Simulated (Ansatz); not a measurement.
Molecule: CH6NSi, net charge 0, doublet state. It need not be the lowest isomer of its formula. 
Geometry from a B3LYP-D3(BJ)/def2-TZVP (Ansatz, an electronic-structure program) optimisation:
```xyz
9

C     -1.6329     0.3857    -0.0781
N     -0.3818    -0.2032    -0.5281
Si     1.1008    -0.1663     0.3584
H     -2.2061     0.7683    -0.9263
H     -1.4198     1.2278     0.5817
H     -2.2655    -0.3193     0.4726
H     -0.5073    -0.9420    -1.2046
H      2.1762    -0.5360    -0.6071
H      1.2814     1.2381     0.8319
```
Charge 0, spin multiplicity 2.

Computed values are from Ansatz. Valence correlation only, unless marked. Open shells are spin-unrestricted. No spin-orbit coupling. Non-relativistic. CBS(X,Y): correlation extrapolated as X^-3; Hartree-Fock from the larger set.

What is the T1 diagnostic at CCSD/aug-cc-pV(Q+d)Z?

0.016.

What is the atomisation energy De at CCSD(T)/CBS(aug-cc-pV(T+d)Z,aug-cc-pV(Q+d)Z)?

707.9 kcal/mol.

What is the total energy at CCSD(T)/CBS(aug-cc-pV(T+d)Z,aug-cc-pV(Q+d)Z)?

-385.3866 Eh.

What is the dipole moment at CCSD(T)/aug-cc-pV(D+d)Z?

1.64 D.
